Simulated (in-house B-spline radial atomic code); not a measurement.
## In44+: [He] 2s2 2p1

Level of theory: non-relativistic PBE0, spin-polarised, spherical fractional occupations, exact exchange averaged over the configuration, point nucleus; calculated with a B-spline radial code for spherical atoms.

Z_r = [3n² - l(l+1)]/(2<r>); Z_e = n√(-2ε); the last column is Slater's effective charge. Values are occupation-weighted means over spin.

```tsv
shell	electrons	ε (eV)	<r> (bohr)	Z_r	Z_e	Slater
1s	2	-30782	0.03092	48.51	47.57	48.70
2s	2	-7203.5	0.1271	47.19	46.02	46.60
2p	1	-7096.3	0.1072	46.66	45.68	46.60
```

The least bound orbital is 2p up at -7096 eV, while the most diffuse is 2s down (<r> = 0.1272 bohr against 0.1072 bohr): energy order and size order differ.

The density falls to 0.001 bohr⁻³ at 0.4405 bohr; Σ<r²> = 0.054112 bohr² gives, by the non-relativistic formula and without the paramagnetism of open shells, a Langevin diamagnetic susceptibility of -0.04286×10⁻⁶ cm³/mol.
